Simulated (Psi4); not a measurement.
Psi4 input (wB97X-D/6-31G*):

```
memory 1500 MB

molecule {
0 2
S    -0.31331600    1.22137300   -1.30459600
B    -0.00764300    0.02979500   -0.03182600
S     1.67547400   -0.40434700    0.50007400
S    -1.35734900   -0.83577100    0.82454400
H     2.34287700    0.41150300   -0.33333900
H    -2.38159800   -0.26056200    0.17211300
symmetry c1
no_reorient
no_com
}

set {
  basis 6-31G*
  reference uks
  scf_type pk
  dft_radial_points 99
  dft_spherical_points 590
  e_convergence 1e-8
  d_convergence 1e-7
  maxiter 150
}

e = energy('wb97x-d')
print_out(f'\nFINAL {e:.10f} DIPOLE {variable("CURRENT DIPOLE")[0]:.6f} {variable("CURRENT DIPOLE")[1]:.6f} {variable("CURRENT DIPOLE")[2]:.6f}\n')
```

Output:

```
   => Loading Basis Set <=

    Name: 6-31G*
    Role: ORBITAL
    Keyword: BASIS
    atoms 1, 3-4 entry S          line   316 file 6-31gs.gbs
    atoms 2      entry B          line    94 file 6-31gs.gbs
    atoms 5-6    entry H          line    44 file 6-31gs.gbs

   => WB97X-D: Empirical Dispersion <=

    Chai and Head-Gordon Dispersion Correction
    Chai, J.-D.; Head-Gordon, M. (2010), J. Chem. Phys., 132: 6615-6620

        s6 =       1.000000

         ---------------------------------------------------------
                                   SCF
               by Justin Turney, Rob Parrish, Andy Simmonett
                          and Daniel G. A. Smith
                              UKS Reference
         ---------------------------------------------------------

  ==> Geometry <==

    Molecular point group: c1
    Full point group: C1

    Geometry (in Angstrom), charge = 0, multiplicity = 2:

       Center              X                  Y                   Z               Mass
    ------------   -----------------  -----------------  -----------------  -----------------
         S           -0.313316000000     1.221373000000    -1.304596000000    31.972071174400
         B           -0.007643000000     0.029795000000    -0.031826000000    11.009305360000
         S            1.675474000000    -0.404347000000     0.500074000000    31.972071174400
         S           -1.357349000000    -0.835771000000     0.824544000000    31.972071174400
         H            2.342877000000     0.411503000000    -0.333339000000     1.007825032230
         H           -2.381598000000    -0.260562000000     0.172113000000     1.007825032230

  Running in c1 symmetry.

  Rotational constants: A =      0.10566  B =      0.10323  C =      0.05222 [cm^-1]
  Rotational constants: A =   3167.57938  B =   3094.74604  C =   1565.36958 [MHz]
  Nuclear repulsion =  225.607709760660981

  Charge       = 0
  Multiplicity = 2
  Electrons    = 55
  Nalpha       = 28
  Nbeta        = 27

  ==> Algorithm <==

  SCF Algorithm Type is PK.
  DIIS enabled.
  MOM disabled.
  Fractional occupation disabled.
  Guess Type is SAD.
  Energy threshold   = 1.00e-08
  Density threshold  = 1.00e-07
  Integral threshold = 1.00e-12

  ==> Primary Basis <==

  Basis Set: 6-31G*
    Blend: 6-31G*
    Number of shells: 34
    Number of basis functions: 76
    Number of Cartesian functions: 76
    Spherical Harmonics?: false
    Max angular momentum: 2

  ==> DFT Potential <==

   => LibXC <=

    Version 7.1.2
    S. Lehtola, C. Steigemann, M. J. T. Oliveira, and M. A. L. Marques,  SoftwareX 7, 1–5 (2018) (10.1016/j.softx.2017.11.002)

   => Composite Functional: WB97X-D <=

    wB97X-D Hyb-GGA Exchange-Correlation Functional

    J.-D. Chai and M. Head-Gordon,  Phys. Chem. Chem. Phys. 10, 6615–6620 (2008) (10.1039/B810189B)

    Deriv               =              1
    GGA                 =           TRUE
    Meta                =          FALSE

    Exchange Hybrid     =           TRUE
    MP2 Hybrid          =          FALSE

   => Exchange-Correlation Functionals <=

    1.0000   wB97X-D range-separated functional

   => Exact (HF) Exchange <=

    0.7780            HF,LR [omega = 0.2000]
    0.2220               HF

   => LibXC Density Thresholds  <==

    XC_HYB_GGA_XC_WB97X_D:  1.00E-14

   => Molecular Quadrature <=

    Radial Scheme          =       TREUTLER
    Pruning Scheme         =           NONE
    Nuclear Scheme         =       TREUTLER

    Blocking Scheme        =         OCTREE
    BS radius alpha        =              1
    Pruning alpha          =              1
    Radial Points          =             99
    Spherical Points       =            590
    Total Points           =         324947
    Total Blocks           =           2430
    Max Points             =            256
    Max Functions          =             73
    Weights Tolerance      =       1.00E-15

  ==> Integral Setup <==

  Using in-core PK algorithm.
   Calculation information:
      Number of atoms:                   6
      Number of AO shells:              34
      Number of primitives:            104
      Number of atomic orbitals:        76
      Number of basis functions:        76

      Integral cutoff                 1.00e-12
      Number of threads:                 1

  Performing in-core PK
  Using 12846603 doubles for integral storage.
  We computed 154577 shell quartets total.
  Whereas there are 177310 unique shell quartets.

  Computing range-separated integrals for PK
  We computed 154577 wK shell quartets total.
  Whereas there are 177310 wK unique shell quartets.

  ==> DiskJK: Disk-Based J/K Matrices <==

    J tasked:                  Yes
    K tasked:                  Yes
    wK tasked:                 Yes
    Omega:               2.000E-01
    Schwarz Cutoff:          1E-12


  Cached 100.0% of DFT collocation blocks in 0.564 [GiB].

  Minimum eigenvalue in the overlap matrix is 7.7023085381E-03.
  Reciprocal condition number of the overlap matrix is 1.2525508488E-03.
    Using symmetric orthogonalization.

  ==> Pre-Iterations <==

  SCF Guess: Superposition of Atomic Densities via on-the-fly atomic UHF (no occupation information).

   -------------------------
    Irrep   Nso     Nmo
   -------------------------
     A         76      76
   -------------------------
    Total      76      76
   -------------------------

  ==> Iterations <==

                        Total Energy        Delta E     RMS |[F,P]|

   @UKS iter SAD: -1220.22941390716983   -1.22023e+03   0.00000e+00
   @UKS iter   1: -1220.53906060273948   -3.09647e-01   3.68857e-03 ADIIS/DIIS
   @UKS iter   2: -1220.58670313914740   -4.76425e-02   1.83403e-03 ADIIS/DIIS
   @UKS iter   3: -1220.59804600598363   -1.13429e-02   3.30929e-04 ADIIS/DIIS
   @UKS iter   4: -1220.59894823019977   -9.02224e-04   1.52052e-04 ADIIS/DIIS
   @UKS iter   5: -1220.59922603423843   -2.77804e-04   5.15639e-05 DIIS
   @UKS iter   6: -1220.59927290157771   -4.68673e-05   1.95087e-05 DIIS
   @UKS iter   7: -1220.59927790163442   -5.00006e-06   9.44223e-06 DIIS
   @UKS iter   8: -1220.59927879310567   -8.91471e-07   2.67908e-06 DIIS
   @UKS iter   9: -1220.59927886724699   -7.41413e-08   8.30515e-07 DIIS
   @UKS iter  10: -1220.59927887582216   -8.57517e-09   2.27177e-07 DIIS
   @UKS iter  11: -1220.59927887657182   -7.49651e-10   7.06346e-08 DIIS
  Energy and wave function converged.

  ==> Post-Iterations <==

   Electrons on quadrature grid:
      Nalpha   =   27.9999999904 ; deviation = -9.610e-09
      Nbeta    =   27.0000000731 ; deviation = 7.312e-08
      Ntotal   =   55.0000000635 ; deviation = 6.351e-08

   @Spin Contamination Metric:   3.625940070E-03
   @S^2 Expected:                7.500000000E-01
   @S^2 Observed:                7.536259401E-01
   @S   Expected:                5.000000000E-01
   @S   Observed:                5.000000000E-01

    Orbital Energies [Eh]
    ---------------------

    Alpha Occupied:

       1A    -89.076768     2A    -89.058640     3A    -89.058635
       4A     -8.098240     5A     -8.082678     6A     -8.082669
       7A     -6.943053     8A     -6.054311     9A     -6.042659
      10A     -6.038123    11A     -6.031904    12A     -6.031888
      13A     -6.028660    14A     -6.028652    15A     -6.023562
      16A     -6.023550    17A     -0.895670    18A     -0.845856
      19A     -0.831014    20A     -0.597688    21A     -0.516489
      22A     -0.495142    23A     -0.477653    24A     -0.432037
      25A     -0.415346    26A     -0.381872    27A     -0.355164
      28A     -0.348335

    Alpha Virtual:

      29A      0.039855    30A      0.065332    31A      0.118016
      32A      0.144460    33A      0.184021    34A      0.187712
      35A      0.313040    36A      0.374391    37A      0.388427
      38A      0.403733    39A      0.408306    40A      0.423818
      41A      0.447311    42A      0.457528    43A      0.460259
      44A      0.463763    45A      0.466677    46A      0.474853
      47A      0.582131    48A      0.647073    49A      0.652695
      50A      0.738010    51A      0.748887    52A      0.750994
      53A      0.803021    54A      0.815663    55A      0.830170
      56A      0.832599    57A      0.837374    58A      0.870764
      59A      0.905151    60A      1.001832    61A      1.016387
      62A      1.027982    63A      1.048773    64A      1.169332
      65A      1.171539    66A      1.215927    67A      1.246672
      68A      1.497584    69A      1.527896    70A      1.791872
      71A      1.895698    72A      1.911199    73A      3.515342
      74A      3.987854    75A      4.001254    76A      4.007287

    Beta Occupied:

       1A    -89.071684     2A    -89.058265     3A    -89.058260
       4A     -8.093227     5A     -8.082292     6A     -8.082284
       7A     -6.943590     8A     -6.039234     9A     -6.037759
      10A     -6.034460    11A     -6.031640    12A     -6.031625
      13A     -6.027331    14A     -6.027324    15A     -6.023330
      16A     -6.023318    17A     -0.887211    18A     -0.843015
      19A     -0.796947    20A     -0.595243    21A     -0.505034
      22A     -0.494057    23A     -0.451847    24A     -0.428388
      25A     -0.406360    26A     -0.347743    27A     -0.344361

    Beta Virtual:

      28A     -0.116446    29A      0.039885    30A      0.067029
      31A      0.118496    32A      0.146485    33A      0.192201
      34A      0.196066    35A      0.316982    36A      0.375767
      37A      0.396846    38A      0.405404    39A      0.421598
      40A      0.425776    41A      0.451316    42A      0.462389
      43A      0.466560    44A      0.466636    45A      0.467309
      46A      0.481129    47A      0.581309    48A      0.654612
      49A      0.656821    50A      0.743242    51A      0.756074
      52A      0.756989    53A      0.807136    54A      0.833370
      55A      0.839143    56A      0.859426    57A      0.865309
      58A      0.886441    59A      0.924666    60A      1.006036
      61A      1.021205    62A      1.031837    63A      1.057245
      64A      1.175262    65A      1.187625    66A      1.216838
      67A      1.248091    68A      1.496710    69A      1.528070
      70A      1.790460    71A      1.899044    72A      1.913580
      73A      3.514759    74A      4.000406    75A      4.008925
      76A      4.014196

    Final Occupation by Irrep:
              A
    DOCC [    27 ]
    SOCC [     1 ]
    NA   [    28 ]
    NB   [    27 ]

  @UKS Final Energy: -1220.59927887657182

   => Energetics <=

    Nuclear Repulsion Energy =            225.6077097606609811
    One-Electron Energy =               -2133.4586476176182259
    Two-Electron Energy =                 746.7365094065488620
    DFT Exchange-Correlation Energy =     -59.4836330300938485
    Empirical Dispersion Energy =          -0.0012173960697121
    VV10 Nonlocal Energy =                  0.0000000000000000
    Total Energy =                      -1220.5992788765720434

  UHF NO Occupations:
  HONO-2 :   26  A 1.9996453
  HONO-1 :   27  A 1.9990526
  HONO-0 :   28  A 1.0000000
  LUNO+0 :   29  A 0.0009474
  LUNO+1 :   30  A 0.0003547
  LUNO+2 :   31  A 0.0003490
  LUNO+3 :   32  A 0.0000995

Computation Completed

Properties will be evaluated at   0.000000,   0.000000,   0.000000 [a0]

Properties computed using the SCF density matrix

 Multipole Moments:

 ------------------------------------------------------------------------------------
     Multipole            Electronic (a.u.)      Nuclear  (a.u.)        Total (a.u.)
 ------------------------------------------------------------------------------------

 L = 1.  Multiply by 2.5417464519 to convert [e a0] to [Debye]
 Dipole X            :         -0.0834059            0.0000151           -0.0833908
 Dipole Y            :          0.3250842           -0.0000076            0.3250767
 Dipole Z            :         -0.3472195           -0.0000076           -0.3472271
 Magnitude           :                                                    0.4829032

 ------------------------------------------------------------------------------------

FINAL -1220.5992788766 DIPOLE -0.083391 0.325077 -0.347227

*** Psi4 exiting successfully. Buy a developer a beer!
```

The geometry given is a B3LYP-D3(BJ)/def2-TZVP minimum.
